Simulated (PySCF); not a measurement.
3-ethylfuran, C$_{6}$H$_{8}$O

Cartesian coordinates in Å; atom numbers follow the order of the lines, from 1:
```xyz
15

C    -2.0107    0.6365    0.4681
C    -1.2032   -0.2679   -0.4575
C     0.2644   -0.2514   -0.1699
C     1.1646    0.8622   -0.2937
C     2.3888    0.4093    0.0940
O     2.3186   -0.8877    0.4497
C     1.0358   -1.2789    0.2923
H    -1.6851    1.6853    0.3869
H    -3.0837    0.5994    0.2252
H    -1.8869    0.3343    1.5193
H    -1.5721   -1.3034   -0.3819
H    -1.3697    0.0374   -1.5052
H     0.9253    1.8679   -0.6346
H     3.3685    0.8753    0.1643
H     0.8129   -2.3138    0.5407
```

The calculation used TDDFT CAM-B3LYP/aug-cc-pVDZ excited states, vertical, gas phase in PySCF 2.14.0. Geometry: PBE0-D3(BJ)/def2-SVP.

Question: How strongly do the lowest singlets absorb one photon, and two photons of half the energy?

Answer: δ for parallel linear polarisation; σ at the peak of a Lorentzian of half width 0.1 eV, single beam; Ω is circular over linear.
| state | E (eV) | f | photon λ (nm) | δ (au) | σ (GM) | Ω | main |
| --- | --- | --- | --- | --- | --- | --- | --- |
| S1 | 5.80 | 0.003 | 428 | 182 | 2.25 | 1.29 | HOMO→LUMO 0.71, HOMO→LUMO+1 0.11 |
| S2 | 6.01 | 0.139 | 413 | 34.8 | 0.46 | 1.50 | HOMO→LUMO+5 0.53, HOMO→LUMO+3 0.27 |
| S3 | 6.20 | 0.029 | 400 | 26.3 | 0.37 | 0.96 | HOMO→LUMO+1 0.61, HOMO→LUMO+2 0.19 |
| S4 | 6.38 | 0.018 | 389 | 117 | 1.75 | 0.90 | HOMO→LUMO+2 0.56, HOMO→LUMO 0.12 |
| S5 | 6.60 | 0.004 | 376 | 73.3 | 1.17 | 0.54 | HOMO→LUMO+3 0.47, HOMO→LUMO+5 0.12 |
| S6 | 6.83 | 0.006 | 363 | 32.2 | 0.55 | 1.41 | HOMO→LUMO+6 0.43, HOMO→LUMO+7 0.10 |

Among these, the strongest one-photon state is S2, the strongest two-photon state S1, with a dipole change of 0.8 D (relaxed, norm of the difference vector).
